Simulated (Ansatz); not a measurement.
Ideal-gas functions of CH3BOS (`B1OCS1`) at 500 K and 1 bar, from an Ansatz frequency run at PBE0-D4/def2-TZVP.

Molar mass 73.91 g/mol, point group Cs (symmetry number 1), electronic degeneracy 1, moments of inertia 36.298, 73.655, 106.68 u Å². Harmonic wavenumbers (cm⁻¹, unscaled): 332, 588, 709, 800, 827, 930, 993, 1090, 1173, 1184, 1342, 1495, 2705, 3090, 3160.

Use S(trans) = R[1.5 ln M + 2.5 ln T − 1.1517]; rotational temperatures θ = 24.2544 K / I; S(rot) = R[ln(√π/σ · √(T³/θAθBθC)) + 1.5]; for each mode x = 1.438777 ν̃/T, S = R[x/(eˣ − 1) − ln(1 − e⁻ˣ)] and H = RT x/(eˣ − 1); 1 cm⁻¹ = 0.0119627 kJ/mol; R = 8.31446 J/(mol·K).

Task: By hand: the entropy, in J/(mol·K).

Result: Translation 173.3. Rotation: θ = 0.6682, 0.3293, 0.2274 K, giving 107.2. Vibration, mode by mode: 9.00, 4.87, 3.69, 3.00, 2.83, 2.24, 1.94, 1.55, 1.28, 1.25, 0.87, 0.60, 0.03, 0.01, 0.01, in all 33.2. Electronic 0.0. Sum 313.7 J/(mol·K).

Task: By hand: H − E and G − E in kJ/mol, counted from the electronic energy.

Result: Zero-point energy ½ × 20418 × 0.0119627 = 122.1; thermal vibration 11.1; translation, rotation and pV give 4 RT = 16.6. H − E = 149.8 kJ/mol, and G − E = 149.8 − 500 × 313.7/1000 = -7.1 kJ/mol.

Vibration gives 11 % of the entropy.
